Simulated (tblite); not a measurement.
Species: C6H7ClNO (doublet state).
Atom-mapped SMILES: `[CH2:1]=[C:2]([CH:3]/[CH:4]=[CH:5]\[Cl:6])[C:7]([NH2:8])=[O:9]` (hydrogens: H10, H11 on C1; H12 on C3; H13 on C4; H14 on C5; H15, H16 on N8)
Bond orders are those of one Lewis drawing.

Computed with GFN2-xTB (tblite), gas phase: L-BFGS steps from a force-field or distance-geometry start until the largest atomic force falls under 0.01 eV/Å.

Step 28: E = -758.1940 eV
```
atom  x, y, z in Å  |  force x, y, z in eV/Å
C1      0.3215   -1.9733   -0.5421    0.038  -0.029   0.046
C2      0.6052   -0.6859   -0.2539   -0.015   0.012  -0.006
C3     -0.3604    0.3608   -0.2741   -0.020   0.022  -0.049
C4     -1.7210    0.1779   -0.0565   -0.004   0.005   0.034
C5     -2.6765    1.1488   -0.1016   -0.020   0.036   0.007
Cl6    -2.3570    2.7577   -0.5792   -0.005  -0.019   0.042
C7      2.0281   -0.3402    0.1055   -0.082  -0.010   0.034
N8      2.1376    0.7634    0.8876    0.003  -0.036  -0.011
O9      2.9856   -1.0001   -0.2322   -0.047   0.045   0.006
H10    -0.6628   -2.2905   -0.8432    0.070  -0.002   0.020
H11     1.1046   -2.7088   -0.5099    0.011  -0.045  -0.012
H12    -0.0074    1.3624   -0.4712   -0.039   0.063   0.010
H13    -2.0738   -0.8036    0.2284    0.048  -0.037  -0.013
H14    -3.7008    0.9571    0.1718   -0.016   0.041  -0.072
H15     3.0431    1.0275    1.2384    0.019  -0.013  -0.045
H16     1.3264    1.2554    1.2209    0.058  -0.033   0.009
```

Step 29: E = -758.1956 eV
```
atom  x, y, z in Å  |  force x, y, z in eV/Å
C1      0.3197   -1.9751   -0.5371    0.049  -0.002   0.043
C2      0.6044   -0.6870   -0.2514   -0.038   0.027   0.009
C3     -0.3594    0.3607   -0.2722   -0.071   0.029  -0.044
C4     -1.7215    0.1766   -0.0599   -0.042   0.025   0.028
C5     -2.6787    1.1470   -0.1045    0.002   0.053   0.004
Cl6    -2.3538    2.7614   -0.5684   -0.022  -0.066   0.054
C7      2.0259   -0.3386    0.1055   -0.040  -0.016   0.020
N8      2.1407    0.7631    0.8888    0.000  -0.026  -0.008
O9      2.9831   -0.9955   -0.2380   -0.008   0.008  -0.009
H10    -0.6660   -2.2912   -0.8351    0.079  -0.010   0.017
H11     1.1047   -2.7083   -0.5081    0.005  -0.059  -0.007
H12    -0.0041    1.3625   -0.4672   -0.056   0.041   0.020
H13    -2.0783   -0.8065    0.2177    0.073  -0.013  -0.017
H14    -3.7059    0.9541    0.1617    0.031   0.049  -0.082
H15     3.0491    1.0298    1.2312    0.004  -0.025  -0.051
H16     1.3324    1.2560    1.2256    0.032  -0.014   0.022
```

Step 30: E = -758.1975 eV
```
atom  x, y, z in Å  |  force x, y, z in eV/Å
C1      0.3186   -1.9773   -0.5303    0.051   0.029   0.033
C2      0.6026   -0.6878   -0.2484   -0.053   0.036   0.026
C3     -0.3594    0.3611   -0.2709   -0.110   0.028  -0.027
C4     -1.7228    0.1755   -0.0631   -0.069   0.042   0.010
C5     -2.6812    1.1456   -0.1077    0.027   0.050   0.004
Cl6    -2.3503    2.7647   -0.5548   -0.034  -0.087   0.057
C7      2.0224   -0.3371    0.1059    0.027  -0.017  -0.007
N8      2.1444    0.7624    0.8901   -0.009  -0.009   0.000
O9      2.9796   -0.9898   -0.2449    0.027  -0.040  -0.026
H10    -0.6679   -2.2924   -0.8255    0.075  -0.024   0.011
H11     1.1052   -2.7090   -0.5061    0.000  -0.060   0.004
H12    -0.0016    1.3638   -0.4622   -0.073   0.010   0.029
H13    -2.0819   -0.8104    0.2050    0.090   0.014  -0.019
H14    -3.7115    0.9516    0.1482    0.060   0.052  -0.082
H15     3.0562    1.0318    1.2217   -0.006  -0.038  -0.054
H16     1.3399    1.2563    1.2315   -0.004   0.014   0.041
```

Q: Estimate the geometry and energy of step 31. (The exact step hangs on the optimiser's Hessian estimate; all steps are aligned on step 30, rigid shifts and turns removed.)

A: E = -758.2001 eV, largest force 0.115 eV/Å
```
atom  x, y, z in Å  |  force x, y, z in eV/Å
C1      0.3176   -1.9798   -0.5196    0.043   0.056   0.013
C2      0.5994   -0.6882   -0.2432   -0.047   0.038   0.040
C3     -0.3610    0.3621   -0.2690   -0.114   0.017   0.003
C4     -1.7257    0.1743   -0.0682   -0.076   0.040  -0.017
C5     -2.6842    1.1445   -0.1125    0.039   0.034   0.008
Cl6    -2.3458    2.7682   -0.5340   -0.038  -0.074   0.049
C7      2.0185   -0.3352    0.1059    0.097  -0.012  -0.045
N8      2.1495    0.7612    0.8913   -0.012   0.014   0.012
O9      2.9756   -0.9822   -0.2558    0.048  -0.086  -0.042
H10    -0.6699   -2.2940   -0.8104    0.062  -0.044   0.002
H11     1.1049   -2.7115   -0.5029   -0.006  -0.042   0.024
H12     0.0006    1.3659   -0.4527   -0.094  -0.025   0.035
H13    -2.0857   -0.8159    0.1851    0.094   0.045  -0.016
H14    -3.7180    0.9485    0.1272    0.066   0.049  -0.073
H15     3.0661    1.0344    1.2072   -0.020  -0.051  -0.055
H16     1.3504    1.2567    1.2402   -0.041   0.040   0.059
```

The energy changes by -0.0026 eV. The first-order estimate −F·Δx gives -0.0035 eV and the mean of the old and new forces, exact on a quadratic surface, -0.0026 eV. The step makes an angle of 77° with the force vector and moves no atom by more than 0.022 Å.

What follows is the cost of the whole relaxation. Time: 0.54 s of wall time. Hardware: an Arm Neoverse V2 with one thread, no GPU, on a shared host.
